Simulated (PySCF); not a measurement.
## Electron correlation in Ar (argon, neutral)

[Ar], closed-shell 1S. All numbers are calculated (PySCF 2.14, the non-relativistic Hamiltonian (point nucleus), in cc-pV(D+d)Z (4s3p2d, 23 functions)). Frozen: [Ne]; 8 electrons correlated.

MP2 pair energies summed by pair of shells (mhartree):

| pair | energy | share (%) |
| --- | --- | --- |
| 3p-3p | -116.02 | 80.2 |
| 3s-3p | -22.04 | 15.2 |
| 3s-3s | -6.65 | 4.6 |

Total MP2 correlation energy: -144.70 mhartree.

Same-spin part -39.87 and opposite-spin part -104.84 mhartree; SCS-MP2 scales them by 1/3 and 6/5 to -139.09 mhartree.

```csv
level,correlation energy (mhartree)
CCSD,-158.08
(T),-1.59
CCSD(T),-159.67
```

Diagnostics: T1 = 0.0014, D1 = 0.0020, largest double amplitude 0.046.

Q: Is a single reference adequate?

A: Yes: T1 lies below 0.03 and no double amplitude reaches 0.07.
